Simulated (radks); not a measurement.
Question: Cs LIII, 3 electrons, occupied as [He] 2s1 (the NIST ground configuration). Method: scalar-relativistic Kohn-Sham, r2SCAN, spin-polarised, spherical densities, finite nucleus; open shells are filled with parallel spins first (spin-orbit coupling, left out, can overturn this in heavy ions); meta-GGA in the generalised Kohn-Sham scheme; Fermi nuclear charge, rms radius 4.8041 fm; computed with a radial shooting solver on a logarithmic mesh with Libxc functionals. Some entries of the table are withheld. Estimate them.

orbital,occ.,eigenvalue (Ry),r(max) (bohr)
1s up,1,(1),(2)
1s down,1,(3),(4)
2s up,1,-745.4775,0.09133

Answer: 
(1) 1s up eigenvalue (Ry): -3038.030
(2) 1s up r(max) (bohr): 0.01674
(3) 1s down eigenvalue (Ry): -3036.884
(4) 1s down r(max) (bohr): 0.01675
